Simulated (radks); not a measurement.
The numbers below are computed, except where a source is named.
Ionisation of neutral niobium, [Kr] 4d4 5s1, to Nb+, [Kr] 4d4, under several functionals. Scalar-relativistic Kohn-Sham, spin-polarised, spherical densities, finite nucleus; open shells are filled with parallel spins first (spin-orbit coupling, left out, can overturn this in heavy ions); a radial shooting solver on a logarithmic mesh with Libxc functionals.

| functional | E(Nb) (hartree) | Exc (hartree) | IE (eV) | -e(HOMO) (eV) | <r> HOMO (bohr) | IE error (eV) |
|---|---|---|---|---|---|---|
| exchange-only r2SCAN | -3818.23200 | -117.19725 | 6.727 | 3.280 | 2.206 | -0.032 |
| SCAN | -3820.58046 | -119.60373 | 7.402 | 3.859 | 2.179 | +0.644 |
| r2SCAN | -3820.26901 | -119.27860 | 7.181 | 3.851 | 2.167 | +0.422 |

NIST Atomic Spectra Database: 6.759 eV (measured). Closest: exchange-only r2SCAN. The Delta-SCF values span 0.68 eV, the total energies 2.35 hartree. The highest occupied level is 4d. Open shells are spherical and high-spin; term and fine-structure splittings are not resolved.
